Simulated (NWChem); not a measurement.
# C5H8BNO2; SMILES OB(c1n(ccc1)C)O

```xyz
17

C      2.0616    -0.6753     0.2687
N      0.6543    -0.9324     0.0877
C      0.1119    -2.1796     0.0036
C     -1.2522    -2.0608    -0.1756
C     -1.5341    -0.6772    -0.1912
C     -0.3397     0.0219    -0.0293
B     -0.1530     1.5737    -0.0188
O     -1.1683     2.3832     0.3902
O      0.9890     2.2140    -0.4097
H      2.5901    -0.5733    -0.6958
H      2.2071     0.2423     0.8541
H      2.5240    -1.5070     0.8175
H      0.7380    -3.0665     0.0906
H     -1.9581    -2.8827    -0.2779
H     -2.5143    -0.2211    -0.3317
H     -1.8950     1.8763     0.7627
H      1.6177     1.6312    -0.8399
```
Atoms are numbered in this order, from 1.

Program: NWChem. Geometry: optimised at PBE0/def2-SVP. Not confirmed as a minimum by frequencies. Atomic charges in e: unrestrained fits to the electrostatic potential beside Mulliken populations; buried atoms are poorly determined by the fit.

### Question
Predict the results for B3LYP/def2-SVP. Quantities: ESP C1; Mulliken C1; ESP N2; Mulliken N2; ESP C3; Mulliken C3; ESP C4; Mulliken C4; ESP C5; Mulliken C5; relative RMS misfit of the potential (%).

### Answer
```json
{
  "ESP C1": "-0.03",
  "Mulliken C1": "0.10",
  "ESP N2": "0.25",
  "Mulliken N2": "-0.20",
  "ESP C3": "-0.23",
  "Mulliken C3": "0.05",
  "ESP C4": "-0.16",
  "Mulliken C4": "-0.01",
  "ESP C5": "-0.11",
  "Mulliken C5": "-0.07",
  "relative RMS misfit of the potential (%)": "25"
}
```
